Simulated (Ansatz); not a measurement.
Computed with Ansatz on PBE0-D4/def2-TZVP structures; ΔE is electronic, products minus reactants. CCSD(T)/CBS adds triple-zeta CCSD(T) − MP2 to the extrapolated MP2 energy (def2 sets, frozen cores). DFT in def2-TZVPP. B3LYP here is the variant with VWN-RPA as its local correlation; programs differ in this. For Se outer-core shells are correlated without core-valence functions, which leaves a few kJ/mol of doubt a bond. Scalar relativity is left out up to krypton. One conformer a species, not always the lowest.

Reaction (redistribution): `NB[SiH2][SeH]` + `N[SiH2][Se][SiH3]` → `NB[Se][SiH3]` + `N[SiH2][SiH2][SeH]`

(1) Is it downhill or uphill in electronic energy at CCSD(T)/CBS, and by how much? (Estimate.)

(2) What do these levels give: r2SCAN-D4, ωB97X-V, ωB97M-V, PBE, B3LYP, MP2/def2-TZVPP, SCS-MP2/def2-TZVPP, MP2/def2-QZVPP, SCS-MP2/def2-QZVPP, HF/CBS(def2), MP2/CBS(def2), CCSD/CBS(def2)? (An estimate is asked.)

Largest T1 diagnostic among the species: 0.012.

Answers

(1) Computed: Uphill: ΔE = +1.0 kcal/mol.

(2) Computed: r2SCAN-D4 0.7, ωB97X-V 0.8, ωB97M-V 1.7, PBE 0.5, B3LYP 1.3, MP2/def2-TZVPP 0.8, SCS-MP2/def2-TZVPP 1.2, MP2/def2-QZVPP 1.1, SCS-MP2/def2-QZVPP 1.4, HF/CBS(def2) 2.3, MP2/CBS(def2) 1.2, CCSD/CBS(def2) 1.2 kcal/mol.

In def2-TZVPP, CCSD(T) changes the Hartree–Fock value by −1.6 kcal/mol (the triples alone add −0.2 kcal/mol) and MP2 by −1.3 kcal/mol.
